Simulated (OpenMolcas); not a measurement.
# Pd2+: moving or changing the point charges

Pd2+ among 5 point charges of -2 e arranged as a trigonal bipyramid (D3h), 1.86 Å from the ion, with the axial distance 1.897 Å. The active orbitals were held to one l.

- Program: OpenMolcas
- Method: CASSCF
- Basis: ANO-RCC-VDZP [6s5p3d1f]
- Scalar Hamiltonian: DKH2, point nucleus
- Active space: 8 electrons in 5 orbitals (4d)
- State averaging: 2S+1 = 3 even, 10 roots; 2S+1 = 1 even, 15 roots
- Spin-orbit coupling: state interaction with AMFI integrals over the reference wave functions

Runs around this geometry, states (labels of D3, the rotations of D3h). Energies in cm-1 above the lowest state or level, χT in cm3 K/mol.

```json
{"R (Å)": "1.7", "Axial / equatorial distance": "1.02", "Ground state": "3E", "First state of that spin": "3E 9273", "First gap with spin-orbit (degeneracies)": "1184 (2, 2)", "χT at 300 K": "2.279", "First state of another spin": "1A1 6483"}
{"R (Å)": "1.86", "Axial / equatorial distance": "1.02", "Ground state": "3E", "First state of that spin": "3E 6696", "First gap with spin-orbit (degeneracies)": "1087 (2, 2)", "χT at 300 K": "2.343", "First state of another spin": "1A1 9031"}
{"R (Å)": "2.01", "Axial / equatorial distance": "1.02", "Ground state": "3E", "First state of that spin": "3E 4980", "First gap with spin-orbit (degeneracies)": "959.4 (2, 2)", "χT at 300 K": "2.427", "First state of another spin": "1A1 10535"}
{"R (Å)": "1.86", "Axial / equatorial distance": "1.1", "Ground state": "3E", "First state of that spin": "3E 7440", "First gap with spin-orbit (degeneracies)": "1124 (2, 2)", "χT at 300 K": "2.341", "First state of another spin": "1A1 12308"}
```

Taking the first state of the same spin as R^-n, n = -ln(4980 / 9273) / ln(2.01 / 1.7) = 3.7 between the shortest and longest distance.

An orbital doublet at a regular site is open to a Jahn-Teller distortion, which this geometry leaves out. Without dynamic correlation the repulsion within the d shell is too large (B by tens of per cent), so at a given field states of lower spin stand too high. Real 4d8 and 5d8 ions are as a rule square planar and diamagnetic. Point charges give a weaker field than real ligands, and real ions of this kind are as a rule low spin; the high spin found here belongs to the model. This shell can be high or low spin here, a state of another spin lies low, and with metal d orbitals alone active their balance is uncertain, so the ground spin may be wrong (holds for R = 1.7, ratio = 1.02). This is an electrostatic model: the charges have no orbitals. An unlabelled pair can be two single states that coincide in this model. No measured value stands beside these numbers.
